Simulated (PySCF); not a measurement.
GeI, SMILES [Ge][I] (connectivity only; charge and spin as stated), charge +1, multiplicity 1. Atoms are numbered in the order given.

```xyz
2

Ge     0.0000     0.0000    -1.5094
I      0.0000     0.0000     0.9113
```
Charge +1, spin multiplicity 1.

The structure is a stationary point at B3LYP-D3(BJ)/def2-TZVP. The spin state was assumed, not searched. The def2 effective core potentials stand for the cores of I; spin–orbit coupling is left out.

Level of theory: B3LYP/def2-TZVPD in PySCF.

Mulliken values depend strongly on the basis, most of all with diffuse functions as here. ESP charges are fitted to the potential on shells at 1.4 to 2.0 van der Waals radii. Atomic charges (e):

| atom | Mulliken | ESP fit |
|---|---|---|
| Ge1 | 0.69 | ? |
| I2 | 0.31 | ? |

Complete the blanks. (The exact figures need the calculation; the answer reports its results.)


- Ge1, ESP fit: 0.68
- I2, ESP fit: 0.32
